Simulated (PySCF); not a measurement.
C3H10ClNSi, SMILES C[C@@H](N)[Si@H](C)Cl. Heavy atoms are numbered as in [CH3:1][C@@H:2]([NH2:3])[Si@H:4]([CH3:5])[Cl:6]. Hydrogens are named by the atom that carries them.

Coordinates come from a PBE0-D3(BJ)/def2-SVP optimisation. The structure was generated by enumeration; whether it is a known compound was not checked. One conformer was computed; it need not be the lowest.

Calculation: PySCF with ωB97X/def2-TZVP.

ESP charges are fitted to the potential on shells at 1.4 to 2.0 van der Waals radii. Atomic charges (e), one atom of each kind:

| atom | IAO | ESP fit |
|---|---|---|
| C1 (CH3) | -0.42 | ___ |
| C2 (CH) | -0.28 | 0.43 |
| N3 (NH2) | -0.58 | ___ |
| Si4 (SiH) | 1.02 | ___ |
| C5 (CH3) | -0.74 | -0.56 |
| Cl6 | -0.35 | -0.21 |
| H on C1 | 0.14 | 0.17 |
| H on C2 | 0.14 | ___ |
| H on N3 | 0.24 | 0.35 |
| H on Si4 | -0.16 | -0.09 |
| H on C5 | 0.16 | ___ |

Task: Fill in the missing entries. (Estimate from the structure and the level; the computed values follow.)

Result: 
- C1 (CH3), ESP fit: -0.69
- N3 (NH2), ESP fit: -0.97
- Si4 (SiH), ESP fit: 0.35
- H on C2, ESP fit: 0.04
- H on C5, ESP fit: 0.18

Task: Give the Mayer and Wiberg (Löwdin basis) orders of the bonds. (An estimate is asked for; the answer gives what the named calculation found.)

Result: 
```csv
bond,Mayer,Wiberg
C1–C2,0.97,1.28
C2–N3,0.97,1.42
C2–Si4,0.93,1.02
Si4–C5,0.97,1.21
Si4–Cl6,1.15,1.74
```
